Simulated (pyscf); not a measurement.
Structures and frequencies: ωB97X-D3(BJ)/def2-SVP in PySCF.

SMILES: [PH2][Ge]([GeH3])([GeH3])[GeH3]
```xyz
16

P     -2.0392     0.9449    -2.5656
Ge    -0.4906     0.1016    -1.0633
Ge    -0.8453    -2.2426    -0.6951
Ge    -0.7454     1.3452     0.9732
Ge     1.6815     0.5085    -1.9990
H     -1.8630    -0.1021    -3.5162
H     -3.1595     0.3225    -1.9425
H      0.1746    -2.8104     0.3067
H     -0.7082    -3.0026    -2.0253
H     -2.2622    -2.4714    -0.1419
H     -0.4747     2.8367     0.7204
H      0.2416     0.8332     2.0354
H     -2.1763     1.1854     1.5139
H      1.8095    -0.1958    -3.3602
H      2.7736    -0.0319    -1.0611
H      1.8989     2.0167    -2.1987
```

**Question.** What is the homolytic dissociation enthalpy (298 K, ωB97M-D3(BJ)/def2-TZVP) of the Ge–Ge bond of `[PH2][Ge]([GeH3])([GeH3])[GeH3]`, to H₂P–Ge•(GeH₃)–GeH₃ + GeH₃•?

**Answer.** Ge–Ge to H₂P–Ge•(GeH₃)–GeH₃ + GeH₃•: 63.6 kcal/mol. The 7 functionals that were run give +58.6 (M06-2X) to +71.8 kcal/mol (ωB97X-D3(BJ)). Other isomers of H₂P–Ge•(GeH₃)–GeH₃ were not searched in full and may lie lower. Elements up to Kr have no core potential and no relativistic terms here.
